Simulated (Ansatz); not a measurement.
Z-matrix (Å, degrees):
```
Si
O 1 1.624
H 1 1.489 2 110.9
H 1 1.498 2 111.3 3 119.7
H 1 1.489 2 110.9 3 -120.7
In 2 1.986 1 134.6 3 -119.8
O 6 1.972 2 114.1 1 1.1
N 6 1.999 2 118.2 1 175.0
H 7 0.961 6 111.2 2 -1.0
H 8 1.010 6 115.4 2 156.1
H 8 1.011 6 114.3 2 28.4
```

The species carries charge 0 and has multiplicity 1. In: def2 effective core potential.

Question: List the PBE/def2-TZVPP orbital energies in eV (the Gaussian-basis code of Ansatz). (Best estimate.)

Answer: Computed: Occupied: -1779.62, -510.01, -509.75, -380.65, -137.29, -122.17, -94.05, -94.01, -94.00, -79.95, -79.68, -79.62, -24.14, -23.66, -21.37, -19.06, -19.05, -19.03, -18.78, -18.68, -12.84, -12.05, -11.56, -10.41, -9.26, -8.84, -8.78, -7.89, -7.28, -6.91, -6.81, -6.47. Lowest empty: -2.60, -1.20, -0.41, -0.15, 0.69, 0.97, 1.16, 1.19.
